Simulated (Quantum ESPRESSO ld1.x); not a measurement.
Problem. Zr, configuration [Kr] 4d2 5s2. Calculated with ld1.x of Quantum ESPRESSO 7.5: scalar-relativistic Kohn-Sham, LDA (Slater exchange, Perdew-Wang correlation), spin-polarised, spherical densities, point nucleus; open shells are filled with parallel spins first. Some entries of the table are withheld. Estimate them.

| orbital | occ. | eigenvalue (hartree) | <r^2> (bohr^2) | r(max) (bohr) |
|---|---|---|---|---|
| 1s down | 1 | -654.1001 | 0.001857 | 0.024 |
| 1s up | 1 | -654.1000 | 0.001857 | 0.024 |
| 2s up | 1 | -90.6501 | 0.03124 | 0.137 |
| 2s down | 1 | -90.6450 | 0.03124 | 0.137 |
| 2p up | 3 | -80.9019 | 0.02458 | 0.110 |
| 2p down | 3 | -80.8979 | 0.02458 | 0.110 |
| 3s up | 1 | -14.8300 | 0.2421 | 0.408 |
| 3s down | 1 | -14.8262 | 0.2420 | 0.408 |
| 3p up | 3 | -11.6551 | 0.2497 | 0.401 |
| 3p down | 3 | -11.6510 | 0.2497 | 0.401 |
| 3d up | 5 | -6.4266 | 0.2483 | 0.347 |
| 3d down | 5 | -6.4210 | 0.2481 | 0.347 |
| 4s up | 1 | -2.0147 | (1) | 1.07 |
| 4s down | 1 | -1.9824 | (2) | 1.07 |
| 4p up | 3 | -1.2079 | 2.163 | 1.18 |
| 4p down | 3 | -1.1714 | 2.148 | 1.17 |
| 5s up | 1 | -0.1778 | (3) | 3.09 |
| 5s down | 1 | -0.1557 | (4) | 3.19 |
| 4d up | 2 | -0.1524 | 6.364 | 1.61 |
| 4d down | 0 | -0.1144 | 7.102 | 1.61 |

Solution. 
(1) 4s up <r^2> (bohr^2): 1.673
(2) 4s down <r^2> (bohr^2): 1.662
(3) 5s up <r^2> (bohr^2): 15.08
(4) 5s down <r^2> (bohr^2): 16.46
